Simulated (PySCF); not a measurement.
Simulated Cl 2p region for methyldichlorosilane (`Cl[SiH](C)Cl`), binding energy against the vacuum level.

Every computed line was given a Gaussian of 0.5 eV full width at half maximum and an area set by the number of equivalent atoms (split 2:1 within a doublet); the highest printed point is 100. Computed, not measured: delta-SCF UKS SCAN, pcX-2 on the ionised atom, pcseg-1 elsewhere, spin-free X2C (PySCF).

| binding energy (eV) | intensity |
| --- | --- |
| 205.5 | 1 |
| 205.6 | 2 |
| 205.7 | 7 |
| 205.8 | 19 |
| 205.9 | 40 |
| 206.0 | 68 |
| 206.1 | 92 |
| 206.2 | 100 |
| 206.3 | 87 |
| 206.4 | 61 |
| 206.5 | 34 |
| 206.6 | 15 |
| 206.7 | 5 |
| 206.8 | 2 |
| 206.9 | 0 |
| 207.0 | 0 |
| 207.1 | 0 |
| 207.2 | 1 |
| 207.3 | 2 |
| 207.4 | 6 |
| 207.5 | 14 |
| 207.6 | 26 |
| 207.7 | 40 |
| 207.8 | 49 |
| 207.9 | 48 |
| 208.0 | 38 |
| 208.1 | 24 |
| 208.2 | 12 |
| 208.3 | 5 |
| 208.4 | 2 |
| 208.5 | 0 |

Q: How many maxima does the curve show, and how many computed lines lie under it?

A: The curve has 2 maxima (at 206.2 and 207.8 eV). Under it lie 2 lines from 1 inequivalent chlorine site, drawn as a 2p3/2, 2p1/2 pair.

Q: Decompose the envelope and assign each component. Numbering: `[CH3:1][SiH:2]([Cl:3])[Cl:4]`.

A: 
```csv
position (eV),relative area,line,atoms,environment
206.19,1.33,Cl 2p3/2,Cl3/Cl4,silicon-bound chlorine
207.84,0.67,Cl 2p1/2,Cl3/Cl4,silicon-bound chlorine
```

Q: What are the centre and the root-mean-square width of the whole band?

A: The area-weighted mean of the lines is 206.74 eV. Their own spread about it is 0.78 eV (rms) and each Gaussian has σ = 0.5/2.355 = 0.21 eV; the variances add, which gives 0.81 eV.

No satellites, vibrations or lifetime broadening are included. The first atom of each set that the bonding makes equivalent was ionised and stands for the set. 2p3/2 and 2p1/2 are the ΔSCF energy of one spin-free 2p hole plus the eigenvalues of a spin–orbit and ligand-field matrix of the shell. 2p1/2 minus 2p3/2 (ligand field included): Cl 1.65 eV. Isolated species at its PBE0-D3(BJ)/def2-SVP geometry, gas phase.
